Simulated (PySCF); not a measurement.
## Where the electron goes

C₃H₁₀P₂Si₂.
Atom-mapped SMILES: `[CH2:1]=[CH:2][CH2:3][SiH:4]1[PH:5][SiH2:6][PH:7]1` (hydrogens: H8, H9 on C1; H10 on C2; H11, H12 on C3; H13 on Si4; H14 on P5; H15, H16 on Si6; H17 on P7)

Geometry (GFN2-xTB, Å), atoms numbered from 1 in this order:
```xyz
17
C3H10P2Si2 angstrom
C     -2.1979    0.8030    0.9204
C     -1.6453    0.4936   -0.2406
C     -1.3414   -0.8944   -0.6778
Si     0.4995   -1.2160   -0.2754
P      1.7118    0.5056   -1.1336
Si     1.8350    1.1073    1.0489
P      0.7685   -0.6908    1.9186
H     -2.3696    1.8231    1.2190
H     -2.5255    0.0402    1.6083
H     -1.3218    1.2739   -0.9204
H     -1.5147   -1.0132   -1.7454
H     -1.9590   -1.6129   -0.1421
H      0.9750   -2.5474   -0.6702
H      2.9082   -0.1884   -1.1309
H      1.0388    2.3106    1.2728
H      3.2105    1.2603    1.5224
H      1.9209   -1.4423    2.0658
```

Computed with PySCF 2.14.0, density-fitted response routines, TDDFT PBE0/def2-SVPD, vertical, gas phase, core orbitals frozen in the response.

Kohn–Sham orbitals with the atoms that hold most of them (Löwdin shares over 4%, at most four atoms; ? is withheld):

| orbital | ε (eV) | atoms |
| --- | --- | --- |
| HOMO-3 | -8.24 | P7 29%, P5 28%, Si6 10%, Si4 8% |
| HOMO-2 | -8.04 | Si4 17%, Si6 16%, P7 16%, P5 15% |
| HOMO-1 | -7.28 | C1 29%, C2 23%, C3 15%, Si4 9% |
| HOMO | -6.36 | ? |
| LUMO | -0.59 | ? |
| LUMO+1 | -0.54 | Si6 24%, Si4 20%, P5 16%, P7 15% |
| LUMO+2 | -0.44 | P5 17%, Si6 17%, Si4 15%, P7 14% |

(1) Give the leading atoms of the HOMO.

(2) Which atoms hold the LUMO, and with what shares?

(3) The HOMO–LUMO gap is 5.77 eV. Where does the response calculation put the lowest singlet, and from which orbitals?

(4) Give energy, strength and leading configuration of S1, S2, S5 and S6, and follow the Löwdin shares of the leading atoms from the occupied to the empty orbital.

## Answers

(1) P7 (bonded to 2 Si and H) 39%; P5 (bonded to 2 Si and H) 38%; Si4 (bonded to C, 2 P and H) 7%; Si6 (bonded to 2 P and 2 H) 7%. By element: phosphorus 77%, silicon 14%.

(2) Si4 (bonded to C, 2 P and H) 15%; P5 (bonded to 2 Si and H) 14%; Si6 (bonded to 2 P and 2 H) 14%; P7 (bonded to 2 Si and H) 12%. By element: silicon 29%, phosphorus 26%.

(3) S1 is at 4.58 eV (f = 0.0019), 1.19 eV below the gap, made of HOMO→LUMO (97%). 

(4) 
- S1 (4.58 eV, f 0.0019), HOMO→LUMO (97%): P7 39% → 12%, P5 38% → 14%, Si4 7% → 15%
- S2 (4.67 eV, f 0.0004), HOMO→LUMO+1 (99%): P7 39% → 15%, P5 38% → 16%, Si6 7% → 24%, Si4 7% → 20%
- S5 (5.66 eV, f 0.0011), HOMO-1→LUMO+1 (89%): C1 29% → at most 15%, C2 23% → at most 15%, Si6 at most 9% → 24%, Si4 9% → 20%
- S6 (5.78 eV, f 0.028), HOMO-1→LUMO (82%): C1 29% → at most 12%, C2 23% → at most 12%, Si4 9% → 15%, P5 at most 9% → 14%

One conformer stands for the species.
